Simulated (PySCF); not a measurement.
## A small calculation by hand: dipole moment from atomic charges

C4HCl2F, SMILES C#CC(F)=C(Cl)Cl. Atoms are numbered in the order given.

```xyz
8

C     -0.1553    -3.1289     0.0000
C      0.2258    -1.9815     0.0000
C      0.6920    -0.6280     0.0000
F      2.0159    -0.4666     0.0000
C     -0.1072     0.4543     0.0000
Cl    -1.8146     0.3185     0.0000
Cl     0.5454     2.0375     0.0000
H     -0.4988    -4.1494     0.0000
```

Geometry: ωB97X-D3(BJ)/def2-SVP. This is a generated structure with no PubChem entry under its InChIKey; it may be hypothetical.

Charges (e) from M06-2X/def2-TZVP (PySCF):

```tsv
atom	Mulliken	IAO
C1	-0.095	-0.170
C2	-0.054	-0.056
C3	0.123	0.271
F4	-0.170	-0.256
C5	-0.017	-0.093
Cl6	-0.002	0.046
Cl7	-0.009	0.044
H8	0.223	0.214
```

The dipole moment of the full density is 1.62 D.

Problem. What dipole moment does each set of point charges give, and which comes closer to that of the density?

Solution. 
μ = Σ q r, and 1 e Å = 4.8032 D.
Mulliken: Σ q r = (-0.366, -0.546, 0.000) e Å, |μ| = 3.16 D.
IAO: Σ q r = (-0.471, -0.234, 0.000) e Å, |μ| = 2.53 D.
IAO comes closer in size. Point charges leave out the atoms' own dipoles (lone pairs, polarised bonds); fits to the potential absorb them, partitions of the density don't.
